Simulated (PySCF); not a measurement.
Species: C8H7NS.
Atom-mapped SMILES: `[CH2:1]=[CH:2][c:3]1[cH:4][c:5]2[nH:6][cH:7][cH:8][c:9]2[s:10]1`

Structure used (GFN2-xTB), in Å, numbered top down from 1:
```
atom  x, y, z in Å
C1     3.5303    0.7530    0.0725
C2     2.6044   -0.1324   -0.2862
C3     1.2056   -0.0412    0.0256
C4     0.2312   -0.9385   -0.3319
C5    -1.0321   -0.5427    0.1376
N6    -2.3177   -0.9911    0.1058
C7    -3.1031   -0.1006    0.7836
C8    -2.3398    0.9337    1.2625
C9    -1.0231    0.6581    0.8549
S10    0.5698    1.3140    0.9540
H11    4.5654    0.6285   -0.1920
H12    3.2756    1.6303    0.6435
H13    2.8807   -1.0083   -0.8605
H14    0.4288   -1.8293   -0.9014
H15   -2.6408   -1.8332   -0.3388
H16   -4.1589   -0.2630    0.8806
H17   -2.6832    1.7746    1.8295
```

Probes without a nucleus sit at each ring's centroid and 1 Å off its mean plane on both sides; NICS is minus the shielding there, NICSzz its component along the normal. Level: GIAO PBE0/pcSseg-1 (PySCF, non-relativistic, gas phase) on the GFN2-xTB geometry, one conformer.

Ring bond lengths (Å), with Mayer bond orders in brackets: C3–C4 1.372 (1.50), C4–C5 1.405 (1.24), C5–C9 1.399 (1.30), C9–S10 1.726 (1.07), S10–C3 1.761 (1.09); C5–N6 1.362 (1.05), N6–C7 1.367 (1.17), C7–C8 1.372 (1.54), C8–C9 1.406 (1.32), C9–C5 1.399 (1.30).

Problem. Give the NICS values of each ring in ppm.

Solution. 
```json
{"ring": "C3–C4–C5–C9–S10", "type": "5-membered ring with S; formal bonds all aromatic", "NICS(0)": "-10.1", "NICS(1), two faces": "-8.6 / -8.6", "NICS(1)zz, two faces": "-17.5 / -17.4", "rms pucker (Å)": "0.00", "centre to ring atoms, mean (Å)": "1.30"}
{"ring": "C5–N6–C7–C8–C9", "type": "5-membered ring with N; formal bonds all aromatic", "NICS(0)": "-13.1", "NICS(1), two faces": "-10.6 / -10.6", "NICS(1)zz, two faces": "-27.3 / -27.3", "rms pucker (Å)": "0.00", "centre to ring atoms, mean (Å)": "1.17"}
```

Problem. What can be read from them?

Solution. 
- C3–C4–C5–C9–S10: mean NICS(1)zz -17.5 ppm, shielded.
- C5–N6–C7–C8–C9: mean NICS(1)zz -27.3 ppm, shielded, aromatic by this magnetic criterion (flat ring, no four-coordinate atom), though in fused rings the probe also feels the neighbouring ring.

Problem. How equal are the bonds by HOMA? Use HOMA with the parameters of Krygowski (1993).

Solution. 
- C3–C4–C5–C9–S10: HOMA 0.79; the largest term is that of S10–C3, α(R − Ropt)² = 0.67.
- C5–N6–C7–C8–C9: HOMA 0.93; the largest term is that of N6–C7, α(R − Ropt)² = 0.10. The geometric and the magnetic index point the same way.

Problem. What field does 11.7 T along the ring normal induce along that normal at the second NICS(1) probe listed for ring C5–N6–C7–C8–C9, 1 Å off the ring?

Solution. NICSzz × B0 = -27.3 ppm × 11.7 T = -319 μT, against the applied field.

Problem. How shielded are the nuclei of the rings and their hydrogens (means over atoms taken as equivalent)?

Solution. 
```json
{"atoms": "C3", "environment": "substituted aromatic carbon", "σ isotropic (ppm)": "34.1", "principal values of the symmetric part, first atom (ppm)": "-24.1, 23.4, 103.0"}
{"atoms": "C4", "environment": "aromatic CH carbon", "σ isotropic (ppm)": "72.5", "principal values of the symmetric part, first atom (ppm)": "4.6, 61.9, 150.9"}
{"atoms": "C5", "environment": "ring-fusion aromatic carbon", "σ isotropic (ppm)": "46.0", "principal values of the symmetric part, first atom (ppm)": "-3.4, 32.3, 109.1"}
{"atoms": "N6", "environment": "pyrrole-type nitrogen", "σ isotropic (ppm)": "116.8", "principal values of the symmetric part, first atom (ppm)": "44.8, 118.3, 187.3"}
{"atoms": "C7", "environment": "aromatic CH next to a ring nitrogen", "σ isotropic (ppm)": "61.9", "principal values of the symmetric part, first atom (ppm)": "-10.1, 64.9, 130.9"}
{"atoms": "C8", "environment": "aromatic CH carbon", "σ isotropic (ppm)": "79.7", "principal values of the symmetric part, first atom (ppm)": "7.4, 65.8, 166.0"}
{"atoms": "C9", "environment": "ring-fusion aromatic carbon", "σ isotropic (ppm)": "53.7", "principal values of the symmetric part, first atom (ppm)": "-2.0, 35.1, 128.0"}
{"atoms": "S10", "environment": "thiophene-type sulfur", "σ isotropic (ppm)": "380.3", "principal values of the symmetric part, first atom (ppm)": "221.3, 455.5, 464.3"}
{"atoms": "H14", "environment": "aromatic hydrogen", "σ isotropic (ppm)": "25.04", "principal values of the symmetric part, first atom (ppm)": "21.3, 26.0, 27.8"}
{"atoms": "H15", "environment": "N–H hydrogen", "σ isotropic (ppm)": "24.13", "principal values of the symmetric part, first atom (ppm)": "16.8, 24.3, 31.2"}
{"atoms": "H16", "environment": "aromatic hydrogen", "σ isotropic (ppm)": "24.87", "principal values of the symmetric part, first atom (ppm)": "21.0, 25.6, 28.0"}
{"atoms": "H17", "environment": "aromatic hydrogen", "σ isotropic (ppm)": "25.11", "principal values of the symmetric part, first atom (ppm)": "21.3, 26.1, 28.0"}
```
